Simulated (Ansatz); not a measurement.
Consider the cleavage of the Al–Si bond: `[AlH2][SiH2]O[SiH3]` + `[SH][SnH3]` → `[AlH2][S][SnH3]` + `[SiH3]O[SiH3]`.

Calculated with Ansatz (gas phase, PBE0-D4/def2-TZVP geometries, no zero-point term in ΔE). CBS: MP2 limit from def2 TZ/QZ plus the TZ coupled-cluster correction, frozen cores. Elements past krypton have def2 core potentials. For Sn outer-core shells are correlated without core-valence functions, which leaves a few kJ/mol of doubt a bond. Each species was taken in one conformer, which may not be the lowest.

| level | ΔE (kJ/mol) |
| --- | --- |
| MP2/def2-TZVPP | -153.1 |
| CCSD/CBS(def2) | -142.7 |

Task: What does CCSD(T)/CBS give? (Estimate.)

Result: Ansatz gave: -143.7 kJ/mol. The listed levels differ from it by -9.4, 1.0 kJ/mol.

Largest T1 diagnostic among the species: 0.013.

From PBE to PBE0 (25 % exact exchange), in def2-TZVPP and without D4, ΔE moves by −6.4 kJ/mol.
